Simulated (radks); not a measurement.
Question: Valence configurations of K I (all share [Ar]). Method: non-relativistic Kohn-Sham, r2SCAN, spin-unpolarised, spherical densities, point nucleus; meta-GGA in the generalised Kohn-Sham scheme; computed with a radial shooting solver on a logarithmic mesh with Libxc functionals. Order these by energy: 4s1; 4s0.5 4p0.5; 4p1; 3d0.5 4s0.5; 3d0.5 4p0.5; 3d1.

Answer: From the lowest, in eV above it: 4s1 0.000; 4s0.5 4p0.5 0.757; 3d0.5 4s0.5 1.227; 4p1 1.470; 3d0.5 4p0.5 1.933; 3d1 2.360. NIST lists [Ar] 4s1 as the ground configuration; this level of theory agrees among the configurations tried. The energies are those of spherical spin-averaged densities, not of single terms.
